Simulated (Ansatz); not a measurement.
`C[CH](C)[In]([CH](C)C)[CH](C)C` + `CNC` → `C[CH](C)[In]([CH](C)C)[N](C)C` + `CCC`  (ligand exchange at the In–C bond)

Computed with Ansatz on PBE0-D4/def2-TZVP structures; ΔE is electronic, products minus reactants. CCSD(T)/CBS is the MP2 limit (def2-TZVPP, def2-QZVPP) plus CCSD(T) − MP2 in def2-TZVPP, frozen cores. DFT in def2-TZVPP. B3LYP here is the variant with VWN-RPA as its local correlation; programs differ in this. def2 core potentials past Kr. For In outer-core shells are correlated without core-valence functions, which leaves a few kJ/mol of doubt a bond. Each species was taken in one conformer, which may not be the lowest.

| level | ΔE (kJ/mol) |
| --- | --- |
| PBE-D4 | -63.2 |
| B3LYP-D4 | -66.3 |
| BHLYP-D4 | -65.5 |
| SCS-MP2/def2-TZVPP | -64.5 |

(1) What does CCSD(T)/CBS give? (Best estimate.)

Largest T1 diagnostic among the species: 0.013.

Results:

(1) Computed: -65.8 kJ/mol. The listed levels differ from it by 2.6, -0.5, 0.3, 1.3 kJ/mol.

At CCSD(T), def2-SVP lies −7.4 kJ/mol from the extrapolated value and def2-TZVPP +1.6 kJ/mol. From r2SCAN to r2SCAN0 (25 % exact exchange), in def2-TZVPP and without D4, ΔE moves by +3.3 kJ/mol.
